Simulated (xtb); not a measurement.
CHF, SMILES [CH]F (connectivity only; charge and spin as stated), neutral, multiplicity 1. All values are semi-empirical tight-binding results from xtb (GFN2-xTB unless named), good for trends rather than for accurate numbers. Geometry: GFN2-xTB. The isomer is the one that the SMILES or the coordinates give; other isomers of the formula were not compared.

Optimised geometry:

```xyz
3

C     -0.1875    -0.6897     0.0000
F      0.0343     0.5903     0.0000
H      0.8161    -1.1743     0.0000
```

Computed properties:
```json
{
  "point_group_as_xtb_finds_it": "Cs",
  "orbital_gap": "1.44 eV",
  "dipole_moment": "1.35 D",
  "zero_point_energy": "7.6 kcal/mol",
  "G − E(el) at 298.15 K (modified RRHO)": "-5.9 kcal/mol",
  "static polarisability (D4 model)": "15.1 bohr³",
  "solvation energy, GFN2-xTB/ALPB(water)": "0.5 kcal/mol",
  "solvation energy, GFN2-xTB/ALPB(dmf)": "-0.9 kcal/mol"
}
```

Computed IR lines (harmonic; lines under 4 % of the strongest left out, lines within 3 cm⁻¹ merged):
ν (cm⁻¹): 1242 (vs), 1330 (w), 2759 (s) (against the strongest line: vs over 80 %, s over 45 %, m over 15 %, w over 4 %, vw less)

Give the atomic charges and the Wiberg bond orders between heavy atoms. (Estimate from the structure and the level; the computed values follow.)

charges (e) C1 0.00, F2 -0.06, H3 0.07. Bond orders C1–F2 1.38.
